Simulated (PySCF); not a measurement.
NbSF2Cl, SMILES [F][Nb]([F])(=[S])[Cl], multiplicity 1.

The structure is a stationary point at PBE-D3(BJ)/def2-SVP. The multiplicity is an assumed one; other spin states were not compared. The def2 effective core potentials stand for the cores of Nb; spin–orbit coupling is left out.

All values below come from PBE-D3(BJ)/def2-SVP (PySCF 2.14.0).

Frequencies are harmonic and unscaled.

Give all harmonic wavenumbers and intensities. (An estimate is asked for; the answer gives what the named calculation found.)


```json
[
 {"mode": "1", "ν (cm⁻¹)": "128", "IR (km/mol)": "3.9", "moving atoms (share of kinetic energy)": "F 54 %, Cl 29 %, Nb 17 %"},
 {"mode": "2", "ν (cm⁻¹)": "138", "IR (km/mol)": "0.4", "moving atoms (share of kinetic energy)": "Cl 38 %, S 34 %, F 18 %, Nb 10 %"},
 {"mode": "3", "ν (cm⁻¹)": "161", "IR (km/mol)": "6.7", "moving atoms (share of kinetic energy)": "F 70 %, Nb 15 %, Cl 9 %"},
 {"mode": "4", "ν (cm⁻¹)": "190", "IR (km/mol)": "0.7", "moving atoms (share of kinetic energy)": "F 57 %, S 33 %, Nb 10 %"},
 {"mode": "5", "ν (cm⁻¹)": "193", "IR (km/mol)": "2.2", "moving atoms (share of kinetic energy)": "F 66 %, S 17 %, Nb 12 %"},
 {"mode": "6", "ν (cm⁻¹)": "418", "IR (km/mol)": "51.9", "moving atoms (share of kinetic energy)": "Cl 68 %, Nb 27 %"},
 {"mode": "7", "ν (cm⁻¹)": "565", "IR (km/mol)": "50.4", "moving atoms (share of kinetic energy)": "S 71 %, Nb 27 %"},
 {"mode": "8", "ν (cm⁻¹)": "693", "IR (km/mol)": "108.6", "moving atoms (share of kinetic energy)": "F 86 %, Nb 14 %"},
 {"mode": "9", "ν (cm⁻¹)": "716", "IR (km/mol)": "112.0", "moving atoms (share of kinetic energy)": "F 76 %, Nb 24 %"}
]
```
